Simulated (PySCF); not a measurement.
Calculation: TPSSh-D3(BJ)/def2-TZVP // BP86-D3(BJ)/def2-SVP in PySCF. Isolated molecules, 0 K electronic values unless said otherwise. One relaxed conformer stands for a flexible species; it need not be the lowest. 

Reference species: [Zr(NH2)2(H)2] (neutral, multiplicity 1).

```json
{
  "HOMO": "-6.78 eV",
  "mean_distance_from_the_central_atom_to_its_bonded_neighbours": "1.953 Å",
  "charge on the central atom (Mulliken)": "1.17 e",
  "LUMO": "-1.66 eV"
}
```

After one change: the HOMO rises by 0.85 eV; the mean distance from the central atom to its bonded neighbours goes up by 0.107 Å; the charge on the central atom (Mulliken) goes up by 0.55 e; the LUMO rises by 1.30 eV.

**Question.** What was changed between the two runs? The new species is one of these.
(A) [Zr(H)4]
(B) [Zr(NH2)4]
(C) [Zr(NH2)3(H)]
(D) [Zr(NH2)(H)3]

**Answer.** B, [Zr(NH2)4]
